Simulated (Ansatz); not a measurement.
`[NH2][Ge]([OH])([F])[Cl]` + CH₄ → `[CH3][Ge]([OH])([F])[Cl]` + NH₃ at 298.15 K and 1 bar (formal exchange of groups at a Ge–N bond).

Isolated molecules relaxed with PBE0-D4/def2-TZVP in Ansatz; ΔE leaves out vibrations. CBS: MP2 limit from def2 TZ/QZ plus the TZ coupled-cluster correction, frozen cores. This one scheme is used for every species. For Ge outer-core shells are correlated without core-valence functions, which leaves a few kJ/mol of doubt a bond. Scalar relativity is left out up to krypton. One conformer a species, not always the lowest.

```csv
species,CCSD(T)/CBS energy (Eh),H − E (kJ/mol),S (J/(mol·K))
`[NH2][Ge]([OH])([F])[Cl]`,-2767.50198,137.4,359.9
CH₄,-40.46206,127.4,186.2
`[CH3][Ge]([OH])([F])[Cl]`,-2751.44935,165.8,366.8
NH₃,-56.50880,100.5,192.4
```

H − E and S are ideal-gas, rigid-rotor, harmonic terms from PBE0-D4/def2-TZVP, for one conformer and one mirror image of each species. 1 Eh = 2625.50 kJ/mol, R = 8.31446 J/(mol·K).

Task: By hand: ΔE, ΔH, ΔS and ΔG.

Result: ΔE = (-2751.44935) + (-56.50880) − (-2767.50198) − (-40.46206) = 0.00589 Eh = 15.5 kJ/mol. Δ(H − E) = 165.8 + 100.5 − 137.4 − 127.4 = 1.5, so ΔH = 17.0 kJ/mol. ΔS = 366.8 + 192.4 − 359.9 − 186.2 = 13.1 J/(mol·K). ΔG = 17.0 − 298.15 × (13.1)/1000 = 13.1 kJ/mol.

Task: By hand: the equilibrium constant, and the temperature at which ΔG would vanish if ΔH and ΔS stayed fixed.

Result: log₁₀ K = −ΔG/(RT ln 10) = -2.3. ΔG = 0 at ΔH/ΔS = 1298 K, though so small a ΔS makes that figure unsure.

The number of gas molecules stays the same, so ΔS is small and ΔH decides. A doubt of 5 kJ/mol in ΔE shifts log₁₀ K by 0.9 here. Other conformers and mirror images would add mixing entropy, several J/(mol·K) or more a flexible species. These are equilibria of isolated gas molecules and say nothing of rates. Largest T1 diagnostic: 0.011 (customary marks: 0.02 for closed shells, 0.045 for open ones).
